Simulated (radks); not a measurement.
Charge is removed step by step from the 5s level of Re3+, starting from [Xe] 4f14 5d4. Method: scalar-relativistic Kohn-Sham, BLYP, spin-unpolarised, spherical densities, finite nucleus; Fermi nuclear charge, rms radius 5.3698 fm; computed with a radial shooting solver on a logarithmic mesh with Libxc functionals.

removed (e)  E - E(0) (eV)  eigenvalue (eV)  E minus straight line (eV)
0                    0.000          -114.89                       0.000
0.125               14.486          -117.04                      -0.958
0.25                29.242          -119.20                      -1.647
0.375               44.269          -121.38                      -2.065
0.5                 59.570          -123.59                      -2.208
0.625               75.147          -125.80                      -2.076
0.75                91.002          -128.04                      -1.665
0.875               107.14          -130.29                      -0.973
1                   123.56          -132.56                       0.000

Removing the whole electron costs 123.56 eV by Delta-SCF, against 114.89 eV from minus the eigenvalue at the starting occupation. Slater's transition state (half an electron removed) gives 123.59 eV. Integrating minus the eigenvalue over the occupation (Janak's theorem) gives 123.63 eV. In this scalar-relativistic scheme the density is built from large components alone, so the theorem holds only approximately. The mean slope of the eigenvalue, de/dn, is 17.7 eV per electron.
